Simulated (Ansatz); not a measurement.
The lowest singlet and triplet of C7H6 (SMILES [CH]c1ccccc1); geometries from B3LYP-D3(BJ)/def2-TZVP, each state relaxed from the structure named, with no frequency check.
Singlet (charge 0, multiplicity 1):
```xyz
13

C      2.45108    -0.30336    -0.17035
C      1.03653    -0.09983    -0.07102
C      0.20399    -1.24327    -0.05774
C     -1.17095    -1.12663     0.03591
C     -1.74681     0.13957     0.11866
C     -0.95773     1.29037     0.10847
C      0.41575     1.17092     0.01482
H      2.92378     0.69796    -0.16530
H      0.68796    -2.20855    -0.12375
H     -1.79921    -2.00749     0.04529
H     -2.82340     0.23305     0.19206
H     -1.42375     2.26495     0.17365
H      1.04339     2.05346     0.00554
```
Triplet (charge 0, multiplicity 3):
```
atom    x (Å)    y (Å)    z (Å)
----  -------  -------  -------
C      2.4209  -0.1984  -0.1509
C      1.0431  -0.0984  -0.0653
C      0.2133  -1.2537  -0.0420
C     -1.1584  -1.1371   0.0436
C     -1.7639   0.1191   0.1094
C     -0.9714   1.2680   0.0881
C      0.4023   1.1741   0.0030
H      3.2408   0.5020  -0.1842
H      0.6799  -2.2283  -0.0928
H     -1.7699  -2.0303   0.0598
H     -2.8403   0.2020   0.1763
H     -1.4367   2.2444   0.1389
H      1.0107   2.0689  -0.0130
```

A positive gap puts the triplet lower; no zero-point energy. R- takes a restricted singlet. U- takes an unrestricted singlet (broken symmetry where lower, unprojected). The triplet is unrestricted in single-reference levels. Active spaces average the two states.

Correlated levels freeze the cores.

Programs: Ansatz (Gaussian basis) for Hartree–Fock, density functionals and correlated methods. Each number belongs to the level named beside it.

| level | gap E(singlet) − E(triplet), adiabatic (kcal/mol) |
|---|---|
| U-SVWN5/def2-TZVPP (spin-contaminated) | 5.36 |
| U-PBE/def2-TZVPP (spin-contaminated) | 5.37 |
| U-PBE0/def2-TZVPP (spin-contaminated) | 7.51 |
| R-BHLYP/def2-TZVPP | 8.48 |
| U-BHLYP/def2-TZVPP (spin-contaminated) | 6.33 |
| U-wB97M-V/def2-TZVPP | 3.14 |
| SA-CASSCF(8,8)/cc-pVDZ | 13.18 |
| SC-NEVPT2 on SA-CASSCF(8,8)/cc-pVDZ | 7.42 |
| FIC-MRCISD+Q on SA-CASSCF(8,8)/cc-pVDZ | ? |

Question: What belongs in the gaps?

Answer: 
- FIC-MRCISD+Q on SA-CASSCF(8,8)/cc-pVDZ, gap E(singlet) − E(triplet), adiabatic (kcal/mol): 7.92

Doubts at one or more of the structures used: a restricted determinant that unrestricted orbitals would lower (R-BHLYP/def2-TZVPP).

Ansatz is an electronic-structure program.
